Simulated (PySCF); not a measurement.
EPR parameters of C4H11SSi

Compound: C4H11SSi (doublet state).
Structure used (GFN2-xTB), in Å, numbered top down from 1:
```xyz
17
C4H11SSi angstrom
C     -2.479   -1.264   -0.881
Si    -1.943    0.474   -0.604
C     -0.427    0.532    0.578
C      0.801   -0.153   -0.004
C      1.986   -0.056    0.945
S      3.465   -0.914    0.302
H     -3.278   -1.721   -0.325
H     -2.018   -1.906   -1.612
H     -3.008    1.256    0.032
H     -1.521    1.098   -1.866
H     -0.686    0.063    1.529
H     -0.187    1.574    0.797
H      1.065    0.309   -0.959
H      0.584   -1.206   -0.195
H      2.259    0.982    1.142
H      1.770   -0.550    1.892
H      3.609   -0.154   -0.782
```

The hyperfine couplings belong to this conformer and change with its torsions.

Identity: `[CH2][SiH2]CCCS` [radical].

Computed, not measured: PySCF, UKS B3LYP, pcH-1 on C H S Si, non-relativistic, mean-field spin-orbit, GIAO. Isolated species at its GFN2-xTB geometry (one conformer only). A GFN2-xTB geometry isn't a minimum of the functional, and hyperfine couplings can be far from their values at a DFT geometry. Stability of the SCF solution: not tested.

```
g1, g2, g3                      : 2.00222, 2.00280, 2.00288
g_iso                           : 2.00263
Form of g                       : close to axial: the two nearest values differ by 12 % of g3 − g1
⟨S²⟩                            : 0.7534 (exact 0.7500)
α and β electrons               : 33, 32
HOMO–LUMO gap, α and β orbitals : 6.83, 3.68 eV
Total energy                    : -846.71395 Eh
Basis functions                 : 280
```

Hyperfine couplings atom by atom, in 10⁻⁴ cm⁻¹; T1 to T3 are the principal values of the dipolar part (1 × 10⁻⁴ cm⁻¹ = 2.998 MHz):

```tsv
atom	isotope	a_iso	of which spin–orbit	T1	T2	T3	Mulliken spin population
C1	13C	26.5	0.0	-25.3	-25.2	50.5	1.05
Si2	29Si	15.9	0.0	-0.9	0.2	0.6	-0.04
C3	13C	13.8	0.0	-1.7	-1.6	3.2	0.05
C4	13C	-0.2	0.0	-0.2	0.0	0.2	0.00
C5	13C	0.5	0.0	-0.1	0.0	0.1	0.00
S6	33S	0.0	0.0	-0.1	-0.1	0.1	0.00
H7	1H	-19.4	0.0	-12.3	-0.2	12.5	-0.04
H8	1H	-19.3	0.0	-12.3	-0.2	12.5	-0.04
H9	1H	4.2	0.0	-1.0	-0.9	1.9	0.01
H10	1H	9.4	0.0	-1.1	-0.8	1.9	0.02
H11	1H	-1.1	0.0	-1.3	-0.3	1.6	0.00
H12	1H	2.4	0.0	-1.0	-0.4	1.4	0.00
H13	1H	0.1	0.0	-0.5	-0.4	0.8	0.00
H14	1H	-0.1	0.0	-1.0	-0.7	1.8	0.00
H15	1H	0.3	0.0	-0.2	-0.2	0.4	0.00
H16	1H	0.0	0.0	-0.2	-0.2	0.4	0.00
H17	1H	0.0	0.0	-0.1	-0.1	0.2	0.00
```

The largest Mulliken spin population is on C1 (+1.05). The angles at C1 add up to 360.0°, so it is planar; its axial dipolar tensor and the negative couplings of its protons fit spin in a p orbital normal to that plane.

Axes: g3 points within 8° of the C1–H7 bond.

Under fast tumbling the dipolar parts average out, and these isotropic splittings remain: 2 × 1H (H7/H8, I = 1/2, 3 lines) with 2.07 mT, 2 × 1H (H9/H10, I = 1/2, 3 lines) with 0.73 mT and 2 × 1H (H11/H12, I = 1/2, 3 lines) with 0.07 mT.

Nuclei that the bonding pattern makes equivalent are averaged, as if the motion that swaps them (rotation, inversion, ring flip) were fast. The 1H value of +20.3 MHz is a mean of couplings from 12.7 to 28.0 MHz in this one geometry, not an average over conformers. The 1H value of +2.0 MHz is a mean of couplings from -3.2 to 7.1 MHz in this one geometry, not an average over conformers.

The 13C coupling of C1 (79.4 MHz) shows only in satellite lines or after enrichment, since that isotope makes up about 1.07 % of natural carbon.

The 29Si coupling of Si2 (47.6 MHz) shows only in satellite lines or after enrichment, since that isotope makes up about 4.7 % of natural silicon.

The spin density at the nucleus, in bohr⁻³, is negative for Si2 (-0.0537) and H7/H8 (-0.0130), for instance. A restricted open-shell determinant has no negative spin density anywhere; here it arises because α and β orbitals differ (spin polarisation).
